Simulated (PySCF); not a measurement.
## Calculated NMR parameters of CN(C)B(N(C)C)N(C)C

| Quantity | Value |
| --- | --- |
| Formula | C6H18BN3 |
| SMILES | CN(C)B(N(C)C)N(C)C |
| Point group of the computed structure | D3 |
| Carbon signals | 1 |
| Proton signals | 1 |

Numbering as in the mapped SMILES `[CH3:1][N:2]([CH3:3])[B:4]([N:5]([CH3:6])[CH3:7])[N:8]([CH3:9])[CH3:10]`. Each H is labelled by its parent atom.

Level of theory: PBE0-D3(BJ)/def2-SVP structure, shieldings: GIAO PBE0/pcSseg-1, in PySCF (no relativistic terms, isolated molecule, equivalent nuclei averaged, one conformer).

Scale: TMS for ¹H (σ = 31.27 ppm), ¹³C (σ = 184.41 ppm); ¹¹B (σ = 100.73 ppm) against BF3·OEt2; ¹⁵N (σ = 265.67 ppm) against NH3 (reference shieldings calculated alike).

| carbon | δC, type | δH (multiplicity) | HMBC from (2–3 bonds) | span of the C tensor (ppm) |
| --- | --- | --- | --- | --- |
| C1/C3/C6/C7/C9/C10 | 40.1, CH3 | 2.47 (s) | H(C1)/H(C3)/H(C6)/H(C7)/H(C9)/H(C10) | 59 |

Other nuclei:
```json
{"atoms": "B4", "nucleus": "¹¹B", "environment": "boron bonded to 3 N", "δ (ppm)": "27.3", "σ (ppm)": "73.5"}
{"atoms": "N2/N5/N8", "nucleus": "¹⁵N", "environment": "nitrogen bonded to 2 C, B", "δ (ppm)": "54.7", "σ (ppm)": "210.9"}
```

δC 40.1: methyl carbon bonded to N; pulled downfield by the heteroatom. δH 2.47: hydrogen on a methyl carbon bonded to N; its carbon carries N, hence the downfield position.

Shifts are as computed. Against solution values, carbons near 30 ppm lie about +2 ppm off and those near 130 ppm about +5 ppm. Of 1211 compounds with measured shifts, 218 miss one by over three times the rms of a fit or turn the order of signals round; such compounds aren't used in these exercises. Experimental scales use liquid or dissolved standards, which lie at an offset from isolated NH3 (liquid NH3: subtract about 20 ppm).
